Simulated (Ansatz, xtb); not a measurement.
**Relative energy of two isomers of C5H7FN2**

We compare X, `Cc1ncc(CF)[nH]1`, a singlet, with Y, `Cc1nc(CF)c[nH]1`, a singlet. Both are isolated molecules in the gas phase, relaxed with PBE0-D3(BJ)/def2-SVP; the shapes shown needn't be the lowest conformers.

X (Å):

```xyz
15

C    -2.3976    1.1890   -1.1012
C    -1.0832    0.6518   -0.6618
C     1.0106    0.3782   -0.3138
C     0.4037   -0.7395    0.2109
C     0.9341   -1.9329    0.9034
F     0.5846   -3.0967    0.2468
N     0.0838    1.2296   -0.8412
N    -0.9388   -0.5399   -0.0163
H    -2.8700    0.5440   -1.8597
H    -3.1019    1.2926   -0.2605
H    -2.2335    2.1788   -1.5435
H     2.0764    0.6058   -0.3252
H     0.5425   -2.0130    1.9337
H     2.0317   -1.8616    0.9571
H    -1.6736   -1.2030    0.1937
```

Y (Å):

```xyz
15

C    -2.6642   -1.3902    0.5093
C    -1.3728   -0.6784    0.3178
C     0.2119    0.5315   -0.4680
C     0.9157    1.4356   -1.4196
C     0.6874    0.0290    0.7171
F     2.1689    1.7372   -0.9496
N    -1.0597    0.0879   -0.7031
N    -0.3406   -0.7427    1.2051
H    -3.1818   -1.0646    1.4259
H    -2.5276   -2.4820    0.5691
H    -3.3091   -1.1687   -0.3492
H     0.3468    2.3724   -1.5541
H     1.0092    0.9564   -2.4101
H     1.6356    0.1532    1.2312
H    -0.3305   -1.2647    2.0707
```

**Question.** Estimate E(Y) − E(X) at the level CCSD(T)/def2-SVP + ΔMP2/def2-TZVPP.

**Answer.** CCSD(T)/def2-SVP + ΔMP2/def2-TZVPP gives E(Y) − E(X) = −0.010 eV, slightly favouring structure Y, which is too small a margin to settle the true order.

The same difference at several levels:

```json
{"level": "PBE0-D3(BJ)/def2-SVP", "geometry": "PBE0-D3(BJ)/def2-SVP", "E(Y) − E(X) (eV)": "−0.022", "departure from the last row (eV)": "−0.013", "job, with rough time for the two": "optimisation, 2.4 min"}
{"level": "HF/def2-SVP", "geometry": "PBE0-D3(BJ)/def2-SVP", "E(Y) − E(X) (eV)": "−0.059", "departure from the last row (eV)": "−0.049", "job, with rough time for the two": "part of the CCSD(T) run"}
{"level": "MP2/def2-SVP", "geometry": "PBE0-D3(BJ)/def2-SVP", "E(Y) − E(X) (eV)": "−0.029", "departure from the last row (eV)": "−0.019", "job, with rough time for the two": "part of the CCSD(T) run"}
{"level": "CCSD(T)/def2-SVP", "geometry": "PBE0-D3(BJ)/def2-SVP", "E(Y) − E(X) (eV)": "−0.039", "departure from the last row (eV)": "−0.029", "job, with rough time for the two": "single point"}
{"level": "CCSD(T)/def2-SVP + ΔMP2/def2-TZVPP", "geometry": "PBE0-D3(BJ)/def2-SVP", "E(Y) − E(X) (eV)": "−0.010", "departure from the last row (eV)": "", "job, with rough time for the two": "single point, 2.5 min"}
```

As drawn, both hold the same kinds of bond in the same numbers.

The largest departure from CCSD(T)/def2-SVP + ΔMP2/def2-TZVPP is that of HF/def2-SVP, 0.049 eV. Levels run at GFN2-xTB geometries aren't shown. The last row adds to CCSD(T) the change of the MP2 difference between the two basis sets, here +0.029 eV.

With thermal terms from frequencies at re-optimised GFN2-xTB minima (ideal gas, soft modes damped towards free rotors, one conformer each, 298.15 K, 1 atm): the zero-point term adds −0.006 eV; ΔH is −0.014 and ΔG −0.013 eV.

The correlated steps freeze 8 core orbitals. Codes used: Ansatz 0.2.0, xtb 6.7.1; the last row on 2 threads of Intel(R) Xeon(R) Platinum 8375C CPU @ 2.90GHz (Ice Lake) on a shared host.
